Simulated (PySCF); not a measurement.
Species: C2H8Cl2O2Si3.
SMILES with atom numbers: `[SiH3:1][O:2][Si@@H:3]1[O:4][SiH2:5][C@H:6]1[CH:7]([Cl:8])[Cl:9]`

Definitions: NICS(0) = −σiso at the ring centroid; NICS(1) = −σiso and NICS(1)zz = −σzz at ±1 Å along the ring normal z. Level: GIAO PBE0/pcSseg-1 (PySCF, non-relativistic, gas phase) on the GFN2-xTB geometry, one conformer.

Ring bond lengths (Å), with Mayer bond orders in brackets: Si3–O4 1.655 (0.94), O4–Si5 1.664 (0.94), Si5–C6 1.931 (0.85), C6–Si3 1.927 (0.79).

Task: What do the NICS probes read (ppm)?

Result: 
| ring | type | NICS(0) | NICS(1), two faces | NICS(1)zz, two faces | rms pucker (Å) | centre to ring atoms, mean (Å) |
| --- | --- | --- | --- | --- | --- | --- |
| Si3–O4–Si5–C6 | 4-membered ring with O and 2 Si; formal bonds all single | -4.4 | -1.8 / -2.4 | -1.2 / -0.1 | 0.02 | 1.27 |

Task: What do they say, and how far can they be read as aromaticity?

Result: 
- Si3–O4–Si5–C6: mean NICS(1)zz -0.7 ppm, near zero. Si3, Si5, C6 have four or more neighbours, and the NICS criterion for π rings isn't applied.

Task: At the first NICS(1) probe listed for ring Si3–O4–Si5–C6, 1 Å off the ring, what do the in-plane components average?

Result: The isotropic value is a third of the trace: (3 × -1.8 − (-1.2))/2 = -2.1 ppm.

Task: Give the inner angles of the rings and the Hirshfeld charges of the ring atoms.

Result: 
- Si3–O4–Si5–C6: Si3 87.8° (+0.459 e), O4 101.3° (-0.336 e), Si5 87.4° (+0.392 e), C6 83.4° (-0.224 e); sum 359.9° against 360° for a flat convex ring.

Task: What are the shieldings of the ring atoms and their hydrogens in the same run (means over atoms taken as equivalent)?

Result: 
```csv
atoms,environment,σ isotropic (ppm),"principal values of the symmetric part, first atom (ppm)"
Si3,oxygen-bound silicon,377.1,"365.4, 372.1, 393.8"
O4,siloxane oxygen,226.5,"117.8, 275.3, 286.5"
Si5,oxygen-bound silicon,361.1,"319.8, 355.4, 408.1"
C6,sp3 carbon bound to silicon,129.8,"95.1, 125.7, 168.5"
H on Si3,Si–H hydrogen,26.52,"22.0, 26.1, 31.4"
H on Si5,Si–H hydrogen,26.24,"22.6, 24.4, 31.7"
H on Si5,Si–H hydrogen,25.85,"22.7, 25.3, 29.5"
H on C6,methine hydrogen,28.88,"24.9, 29.6, 32.2"
```

The values belong to the conformer `[SiH3:1][O:2][Si@@H:3]1[O:4][SiH2:5][C@H:6]1[CH:7]([Cl:8])[Cl:9]`: Si1–O2–Si3–O4 15°, Si5–C6–C7–Cl8 -68°.
